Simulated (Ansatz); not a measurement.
`O=CCBr` + HCl → `O=CCCl` + HBr at 400 K and 1 bar (substitution at a C–Br bond).

Isolated molecules relaxed with PBE0-D4/def2-TZVP in Ansatz; ΔE leaves out vibrations. CCSD(T)/CBS is the MP2 limit (def2-TZVPP, def2-QZVPP) plus CCSD(T) − MP2 in def2-TZVPP, frozen cores. This one scheme is used for every species. For Br outer-core shells are correlated without core-valence functions, which leaves a few kJ/mol of doubt a bond. Scalar relativity is left out up to krypton. One conformer a species, not always the lowest.

| species | CCSD(T)/CBS energy (Eh) | H − E (kJ/mol) | S (J/(mol·K)) |
| --- | --- | --- | --- |
| `O=CCBr` | -2726.38076 | 145.5 | 329.0 |
| HCl | -460.38127 | 29.6 | 195.4 |
| `O=CCCl` | -612.83844 | 146.1 | 320.7 |
| HBr | -2573.91920 | 27.6 | 207.2 |

H − E and S are ideal-gas, rigid-rotor, harmonic terms from PBE0-D4/def2-TZVP, for one conformer and one mirror image of each species. 1 Eh = 2625.50 kJ/mol, R = 8.31446 J/(mol·K).

By hand: ΔE, ΔH, ΔS and ΔG.

ΔE = (-612.83844) + (-2573.91920) − (-2726.38076) − (-460.38127) = 0.00439 Eh = 11.5 kJ/mol. Δ(H − E) = 146.1 + 27.6 − 145.5 − 29.6 = -1.4, so ΔH = 10.1 kJ/mol. ΔS = 320.7 + 207.2 − 329.0 − 195.4 = 3.5 J/(mol·K). ΔG = 10.1 − 400 × (3.5)/1000 = 8.7 kJ/mol.

By hand: the equilibrium constant, and the temperature at which ΔG would vanish if ΔH and ΔS stayed fixed.

log₁₀ K = −ΔG/(RT ln 10) = -1.1. ΔG = 0 at ΔH/ΔS = 2886 K, far beyond where these terms or the molecules hold.

The number of gas molecules stays the same, so ΔS is small and ΔH decides. A doubt of 5 kJ/mol in ΔE shifts log₁₀ K by 0.7 here. Other conformers and mirror images would add mixing entropy, several J/(mol·K) or more a flexible species. Modes under 60 cm⁻¹, often nearly free rotors, make the harmonic entropy too high. These are equilibria of isolated gas molecules and say nothing of rates. Largest T1 diagnostic: 0.013 (customary marks: 0.02 for closed shells, 0.045 for open ones).
